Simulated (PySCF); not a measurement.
**Working out the excitation energy of B**

B [He] 2s2 2p1 (2P) → B [He] 2s2 3s1 (2S). Computed with PySCF 2.14 in aug-cc-pVTZ-DK (5s4p3d2f, 46 functions), with the spin-free X2C one-electron Hamiltonian (Gaussian nucleus). Frozen: 1s2. Energies in hartree (1 hartree = 27.21139 eV):

```tsv
part	B (lower)	B (upper)
UHF	-24.538906	-24.353803
CCSD correlation	-0.064918	-0.067838
(T)	-0.001356	-0.000814
```

Task: What does Hartree-Fock give?

Result: (-24.353803) − (-24.538906) = 0.185103 hartree = 5.037 eV.

Task: What do CCSD and CCSD(T) give?

Result: The CCSD correlation energies differ by -0.002920 hartree = -0.079 eV and the triples by 0.000542 hartree = 0.015 eV, so CCSD gives 4.958 eV and CCSD(T) 4.973 eV.

Measured between the centres of the two terms (NIST): 4.963 eV, so CCSD(T) (valence) is off by 0.010 eV.

What remains against the reference includes basis incompleteness, the frozen core and higher excitations.
